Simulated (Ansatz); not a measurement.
Frontier orbitals of CH₇AlOSi (`C[SiH2][O][AlH2]`).

The species carries charge 0 and has multiplicity 1. Geometry: relaxed with PBE0-D4/def2-TZVP. It is one conformer, not always the lowest. Basis def2-TZVPP, the Gaussian-basis code of Ansatz.

Orbital energies of one run (eV). Highest occupied ones, from the top: -6.72, -7.13, -7.48, -8.80, -8.84, -8.87, -9.77, -10.05, -10.67, -13.10, -17.24, -23.95, -68.85, -68.90. Empty: -1.78, -0.47, 0.40, 0.55, 1.10, 1.67.

(1) Which functional gave them?
A. r2SCAN
B. ωB97M-V
C. revPBE
D. HSE06 (plane-wave form)

## Answers

(1) C. HOMO energies: revPBE -6.72, HSE06 -7.69, r2SCAN -7.08, ωB97M-V -10.34 eV.
